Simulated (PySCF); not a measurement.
Calculation: PySCF with PBE-D3(BJ)/def2-TZVP // B3LYP-D3(BJ)/def2-TZVP. Isolated molecules, 0 K electronic values unless said otherwise. 

Reference species (SMILES): `[AlH2][SiH3]` (neutral, multiplicity 1).

- HOMO = -6.54 eV
- dipole moment = 0.22 D
- LUMO = -2.87 eV

Changed species: `[SiH3][Al]([SiH3])[SiH3]` (3 of 3 H replaced by SiH3; the reference has 1 of 3 H replaced by SiH3).

Question: Give the shifts of the HOMO, dipole moment and LUMO.

Answer: the HOMO increases by 0.23 eV, to -6.31 eV; the dipole moment decreases by 0.13 D, to 0.09 D; the LUMO drops by 0.48 eV, to -3.35 eV.
